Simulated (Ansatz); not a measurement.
A structure relaxed at PBE0-D4/def2-TZVP, charge 0, multiplicity 1:

Cartesian coordinates in Å:
```
C -0.351 -2.180 0.594
C -0.145 -0.787 0.264
C 0.030 0.375 -0.018
Ge 0.299 2.185 -0.449
Cl 1.029 2.298 -2.475
H -1.189 -2.593 0.028
H -0.568 -2.297 1.659
H 0.540 -2.768 0.363
H -1.021 2.960 -0.410
H 1.376 2.807 0.444
```

(1) Give its formula and SMILES.

(2) Summarise the bond lengths by kind.

Answers

(1) C3H5ClGe, `CC#[C][GeH2][Cl]`.

(2) 2 × C–C 1.208 to 1.447 Å; 3 × C–H 1.093 Å; 1 × C–Ge 1.880 Å; 1 × Cl–Ge 2.157 Å; 2 × Ge–H 1.531 Å.

Computed with Ansatz.
